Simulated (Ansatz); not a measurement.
Reaction (ligand exchange at the Si–C bond): `O[SiH2]SC[SiH3]` + `[OH][GeH2][OH]` → `[OH][GeH2][O][SiH3]` + `CS[SiH2]O`

Gas-phase electronic energies from Ansatz, PBE0-D4/def2-TZVP geometries. CCSD(T)/CBS adds triple-zeta CCSD(T) − MP2 to the extrapolated MP2 energy (def2 sets, frozen cores). Functionals use def2-TZVPP. B3LYP here is the variant with VWN-RPA as its local correlation; programs differ in this. For Ge outer-core shells are correlated without core-valence functions, which leaves a few kJ/mol of doubt a bond. Scalar relativity is left out up to krypton. One conformer a species, not always the lowest.

```json
{"level": "r2SCAN-D4", "ΔE (kcal/mol)": "-27.7", "difference from CCSD(T)/CBS": "0.0"}
{"level": "B3LYP-D4", "ΔE (kcal/mol)": "-28.4", "difference from CCSD(T)/CBS": "-0.7"}
{"level": "B2PLYP", "ΔE (kcal/mol)": "-29.5", "difference from CCSD(T)/CBS": "-1.8"}
{"level": "r2SCAN", "ΔE (kcal/mol)": "-27.9", "difference from CCSD(T)/CBS": "-0.2"}
{"level": "B3LYP", "ΔE (kcal/mol)": "-29.6", "difference from CCSD(T)/CBS": "-1.9"}
{"level": "SCS-MP2/def2-TZVPP", "ΔE (kcal/mol)": "-29.6", "difference from CCSD(T)/CBS": "-1.9"}
{"level": "CCSD/def2-TZVPP", "ΔE (kcal/mol)": "-29.1", "difference from CCSD(T)/CBS": "-1.4"}
{"level": "CCSD(T)/def2-TZVPP", "ΔE (kcal/mol)": "-28.1", "difference from CCSD(T)/CBS": "-0.4"}
{"level": "HF/CBS(def2)", "ΔE (kcal/mol)": "-35.1", "difference from CCSD(T)/CBS": "-7.4"}
{"level": "CCSD/CBS(def2)", "ΔE (kcal/mol)": "-28.6", "difference from CCSD(T)/CBS": "-0.9"}
{"level": "CCSD(T)/CBS", "ΔE (kcal/mol)": "-27.7", "difference from CCSD(T)/CBS": "0"}
```

Largest T1 diagnostic among the species: 0.012.

The D4 term adds +1.3 kcal/mol with B3LYP and +0.7 kcal/mol with PBE0; it sums over pairs of atoms, weighted by their polarisabilities, and B3LYP, whose exchange is more repulsive, gets the larger term. From PBE to PBE0 (25 % exact exchange), in def2-TZVPP and without D4, ΔE moves by −1.4 kcal/mol. In def2-TZVPP, CCSD(T) changes the Hartree–Fock value by +6.6 kcal/mol (the triples alone add +1.0 kcal/mol) and MP2 by +6.4 kcal/mol.
